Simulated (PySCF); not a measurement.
SMILES [GeH3][SiH2]C(O)=O, singlet (GFN2-xTB optimised geometry):

```
11

O      1.935    -1.983    -0.004
C      1.183    -1.046     0.000
O      1.624     0.225     0.005
Si    -0.736    -1.046     0.000
Ge    -1.139     1.249     0.000
H      2.595     0.274     0.006
H     -1.174    -1.775    -1.191
H     -1.173    -1.774     1.192
H     -0.587     1.983     1.182
H     -2.595     1.621     0.000
H     -0.587     1.983    -1.182
```

Level of theory: CAM-B3LYP/def2-TZVP run with PySCF.

**Question.** What are the frontier orbital energies and the dipole moment?

**Answer.** HOMO-2 -10.79 eV, HOMO-1 -10.48 eV, HOMO -9.15 eV, LUMO 0.24 eV, LUMO+1 0.79 eV; dipole moment 1.19 D.

Meta-Löwdin charges at CAM-B3LYP/def2-TZVP: O1 -0.44, C2 0.33, O3 -0.47, Si4 0.40, Ge5 0.13, H6 0.35, H7 -0.07, H8 -0.07, H9 -0.05, H10 -0.07, H11 -0.05.
